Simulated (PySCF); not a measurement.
PySCF 2.14 output of an unrestricted r2SCAN calculation on a single atom or ion in aug-cc-pwCVTZ (10s9p7d4f3g, 127 functions), with the non-relativistic Hamiltonian (point nucleus):

```
SCF conv_tol = 1e-09
number electrons alpha = 12  beta = 9
    J. W. Furness, A. D. Kaplan, J. Ning, J. P. Perdew, and J. Sun.,  J. Phys. Chem. Lett. 11, 8208-8215 (2020)
    J. W. Furness, A. D. Kaplan, J. Ning, J. P. Perdew, and J. Sun.,  J. Phys. Chem. Lett. 11, 9248-9248 (2020)
    J. W. Furness, A. D. Kaplan, J. Ning, J. P. Perdew, and J. Sun.,  J. Phys. Chem. Lett. 11, 8208-8215 (2020)
    J. W. Furness, A. D. Kaplan, J. Ning, J. P. Perdew, and J. Sun.,  J. Phys. Chem. Lett. 11, 9248-9248 (2020)
cycle= 1 E= -760.473932908001  delta_E= -0.00821  |g|= 0.0503  |ddm|= 0.874
cycle= 2 E= -760.467635136138  delta_E= 0.0063  |g|= 0.114  |ddm|= 0.424
cycle= 3 E= -760.473745161996  delta_E= -0.00611  |g|= 0.0369  |ddm|= 0.266
cycle= 4 E= -760.474654262527  delta_E= -0.000909  |g|= 0.00336  |ddm|= 0.0704
cycle= 5 E= -760.474660115303  delta_E= -5.85e-06  |g|= 0.00102  |ddm|= 0.00544
cycle= 6 E= -760.474660881638  delta_E= -7.66e-07  |g|= 2.7e-05  |ddm|= 0.00192
cycle= 7 E= -760.47466088215  delta_E= -5.13e-10  |g|= 7.56e-06  |ddm|= 0.000163
converged SCF energy = -760.47466088215  <S^2> = 3.751067  2S+1 = 4.0005335
```

The run itself started from symmetry-adapted Hartree-Fock orbitals and held the occupation by maximum overlap, on a logarithmic radial grid, so the iterations belong to that start.

Task: Which element, charge and spin multiplicity is this?

Result: Sc (scandium, neutral), multiplicity 4; the state was [Ar] 3d3, high-spin 4F determinant (an excited configuration).
